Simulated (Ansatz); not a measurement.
Reaction (ligand exchange at the Al–C bond): `C/C(Cl)=[CH]\[AlH2]` + `C[SiH2]BN` → `C[SiH2]B[NH][AlH2]` + `C=C(C)Cl`

Gas-phase electronic energies from Ansatz, PBE0-D4/def2-TZVP geometries. CCSD(T)/CBS adds triple-zeta CCSD(T) − MP2 to the extrapolated MP2 energy (def2 sets, frozen cores). Functionals use def2-TZVPP. B3LYP here is the variant with VWN-RPA as its local correlation; programs differ in this. Each species was taken in one conformer, which may not be the lowest.

(1) Is it downhill or uphill in electronic energy at CCSD(T)/CBS, and by how much? (Best estimate.)

(2) What do these levels give: r2SCAN-D4, PBE0-D4, B3LYP-D4, B2PLYP, PBE0, HF/def2-TZVPP, MP2/def2-TZVPP, CCSD/def2-TZVPP, MP2/def2-QZVPP, SCS-MP2/def2-QZVPP, MP2/CBS(def2), CCSD/CBS(def2)? (Estimate.)

Largest T1 diagnostic among the species: 0.012.

## Answers

(1) The calculation gave: Downhill: ΔE = -13.3 kcal/mol.

(2) Computed: r2SCAN-D4 -11.8, PBE0-D4 -11.4, B3LYP-D4 -12.7, B2PLYP -12.7, PBE0 -11.1, HF/def2-TZVPP -14.6, MP2/def2-TZVPP -13.1, CCSD/def2-TZVPP -13.8, MP2/def2-QZVPP -13.1, SCS-MP2/def2-QZVPP -13.6, MP2/CBS(def2) -13.0, CCSD/CBS(def2) -13.7 kcal/mol.

In def2-TZVPP, CCSD(T) changes the Hartree–Fock value by +1.3 kcal/mol (the triples alone add +0.4 kcal/mol) and MP2 by +1.6 kcal/mol. From PBE to PBE0 (25 % exact exchange), in def2-TZVPP and without D4, ΔE moves by −0.9 kcal/mol.
